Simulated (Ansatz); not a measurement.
Reaction (formal hydrolysis of the Si–Si bond): `C[Si](C)([SiH3])Cl` + H₂O → `C[Si](C)(O)Cl` + SiH₄

Isolated molecules relaxed with PBE0-D4/def2-TZVP in Ansatz; ΔE leaves out vibrations. CCSD(T)/CBS adds triple-zeta CCSD(T) − MP2 to the extrapolated MP2 energy (def2 sets, frozen cores). This one scheme is used for every species. DFT in def2-TZVPP. One conformer a species, not always the lowest.

| level | ΔE (kJ/mol) |
| --- | --- |
| ωB97X-V | -115.0 |
| B2PLYP | -122.0 |
| PBE | -97.6 |
| PBE0 | -103.3 |

(1) What does CCSD(T)/CBS give? (An estimate is asked.)

Largest T1 diagnostic among the species: 0.011.

Results:

(1) Ansatz gave: -110.9 kJ/mol. The listed levels differ from it by -4.1, -11.1, 13.3, 7.6 kJ/mol.

In def2-TZVPP, CCSD(T) changes the Hartree–Fock value by +25.4 kJ/mol (the triples alone add +3.4 kJ/mol) and MP2 by +21.4 kJ/mol. The D4 term adds +7.2 kJ/mol with B3LYP and +4.4 kJ/mol with PBE0; it sums over pairs of atoms, weighted by their polarisabilities, and B3LYP, whose exchange is more repulsive, gets the larger term.

B3LYP here is the variant with VWN-RPA as its local correlation; programs differ in this.
